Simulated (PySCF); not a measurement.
**Mayer bond orders and bond lengths**

C₄H₆ClO₂ (charge -1).
Numbering: `[CH3:1][C@H:2]([CH2:3][Cl:4])[C:5](=[O:6])[O-:7]` (hydrogens: H8, H9, H10 on C1; H11 on C2; H12, H13 on C3)

Structure used (GFN2-xTB), in Å, numbered top down from 1:
```
atom  x, y, z in Å
C1     1.3359   -0.4054    0.2657
C2    -0.0662    0.1621    0.4088
C3    -1.0992   -0.6839   -0.2519
Cl4   -1.2850   -2.3474    0.4936
C5    -0.1938    1.5996   -0.3694
O6     0.4170    1.6647   -1.4328
O7    -0.9068    2.4156    0.2096
H8     2.0381    0.1660    0.8704
H9     1.3772   -1.4520    0.5762
H10    1.6416   -0.3271   -0.7771
H11   -0.3224    0.3377    1.4579
H12   -0.8469   -0.8825   -1.2933
H13   -2.0939   -0.2470   -0.1755
```

Bond orders from the PBE0/pcSseg-1 density (PySCF). One conformer (not necessarily the lowest) at the GFN2-xTB geometry, without solvent, vibrations or thermal averaging. The pcSseg-1 basis has no diffuse functions, a weakness for an anion.

Question: Where do the orders between heavy atoms depart from those drawn in the SMILES?

Answer: The largest departure is 0.769, at C5–O7 (drawn single, 1.769). Drawn single, order above 1.12: C5–O7 (1.769). Drawn single, order below 0.88: C3–Cl4 (0.876) and C2–C5 (0.813). The SMILES, with its formal charges, is one Lewis structure only.

Question: Set the Mayer orders of the bonds between heavy atoms beside their lengths.

Answer: 
```tsv
bond	drawn as	length (Å)	Mayer order
C1–C2	single	1.519	1.010
C2–C3	single	1.490	1.024
C3–Cl4	single	1.832	0.876
C2–C5	single	1.640	0.813
C5–O6	double	1.228	1.744
C5–O7	single	1.229	1.769
```

Bonds between the same two heavy elements. C–C: lowest C2–C5 (0.813, 1.640 Å), highest C2–C3 (1.024, 1.490 Å). C–O: lowest C5–O6 (1.744, 1.228 Å), highest C5–O7 (1.769, 1.229 Å).

Question: And the bonds to hydrogen?

Answer: C–H: 0.94 to 0.98 (6 bonds).

Question: Sum the orders of all bonds at each heavy atom with more than one neighbour and set the sums beside the valence in the SMILES.

Answer: C1 3.900 (drawn 4), C2 3.795 (drawn 4), C3 3.783 (drawn 4), C5 4.326 (drawn 4). Orders between atoms that aren't bonded are not in these sums.

For a closed shell the Mayer order of atoms A and B is Σ (PS)μν (PS)νμ over the basis functions μ on A and ν on B, with P the density and S the overlap matrix.
